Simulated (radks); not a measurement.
Values are calculated unless marked as measured or tabulated.
Problem. Cr14+, configuration [Ne] (the NIST ground configuration). Level of theory: Dirac Kohn-Sham, PBE, spin-unpolarised, spherical densities, finite nucleus; Fermi nuclear charge, rms radius 3.6452 fm (a radial shooting solver on a logarithmic mesh with Libxc functionals). Some entries of the table are withheld. Estimate them.

| orbital | occ. | eigenvalue (eV) | r(max) (bohr) |
|---|---|---|---|
| 1s1/2 | 2 | -6314.760 | 0.04159 |
| 2s1/2 | 2 | (1) | 0.2417 |
| 2p1/2 | 2 | -978.2212 | (2) |
| 2p3/2 | 4 | -969.2322 | (3) |
| 3s1/2 | 0 | -397.9677 | (4) |
| 3p1/2 | 0 | (5) | (6) |
| 3p3/2 | 0 | (7) | (8) |
| 3d3/2 | 0 | (9) | 0.5679 |
| 3d5/2 | 0 | (10) | 0.5688 |

Solution. 
(1) 2s1/2 eigenvalue (eV): -1074.711
(2) 2p1/2 r(max) (bohr): 0.1940
(3) 2p3/2 r(max) (bohr): 0.1963
(4) 3s1/2 r(max) (bohr): 0.6877
(5) 3p1/2 eigenvalue (eV): -369.0253
(6) 3p1/2 r(max) (bohr): 0.6723
(7) 3p3/2 eigenvalue (eV): -367.0675
(8) 3p3/2 r(max) (bohr): 0.6766
(9) 3d3/2 eigenvalue (eV): -327.4283
(10) 3d5/2 eigenvalue (eV): -327.0871
